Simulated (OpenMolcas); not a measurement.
## Mg+: RASPT2 settings compared

- Program: OpenMolcas 26.06
- Basis: ANO-L-VQZP [6s5p3d2f]
- Scalar Hamiltonian: non-relativistic, point nucleus
- Active space: 1 electron in 9 orbitals (RAS2 3s 3p; RAS3 3d, at most 1 electron)
- State averaging: 2S+1 = 2 even, 1 root; 2S+1 = 2 odd, 3 roots
- Spin-orbit coupling: state interaction with AMFI integrals over the reference wave functions, term energies averaged over their components

Methods on the same reference wave functions:
A. RASSCF
B. SS-RASPT2, IPEA 0.15 Eh, real shift 0.1 Eh (closed shells correlated: 2s 2p)
C. XMS-RASPT2, IPEA 0.75 Eh, no level shift (closed shells correlated: 1s 2s 2p)

Energies in cm-1 above 3s 2S 1/2, the measured ground level; measured values from NIST Handbook of Basic Atomic Spectroscopic Data.

| Level | A | B | C | Measured |
| --- | --- | --- | --- | --- |
| 3s 2S 1/2 | 0.0 | 0.0 | 0.0 | 0.0 |
| 3p 2P* 1/2 | 34460 | 34890 | 34841 | 35669 |
| 3p 2P* 3/2 | 34526 | 34956 | 34907 | 35761 |

Deviations, from unrounded energies. A percentage is the sum of absolute deviations over the sum of measured energies, with the sign that they share, or ± where signs differ.

| Against measurement | Levels | A | B | C |
| --- | --- | --- | --- | --- |
| mean absolute deviation (cm-1) | 2 | 1200 | 790 | 840 |
| other configurations (%) | 2 | -3.4 | -2.2 | -2.4 |

B lies closest to measurement on these levels and A furthest from it. The largest miss of B in the table is 3p 2P* 3/2, by -800 cm-1. The ranking rests on the paired levels alone, and a cruder setting can come out closer through cancelling errors.

Between B and C the level of the table that moves most is 3p 2P* 3/2, by 49 cm-1 (lowest in C, highest in B).

The lowest spin-free term lies below A's lowest term by 0.026 hartree in B, 0.026 hartree in C.

With one active electron outside closed inactive shells, the extra shells (3d) add no correlation to the reference. ANO sets are built for ground and valence states and can reach diffuse excited orbitals poorly. With one active electron the reference holds no correlation, so core polarisation is missing (holds for A). With one active electron, CASPT2 adds the correlation within the correlated inactive shells and between them and that electron, and leaves the splitting within a term as the reference gives it (holds for B; C). Computed and measured levels are paired by configuration, term and J; levels that our copy of the source lacks, or whose pairing is in doubt (as where it misses far off the trend of its configuration), stay unpaired and out of the deviations. Levels of configurations outside the active space are missing.

* marks odd parity.
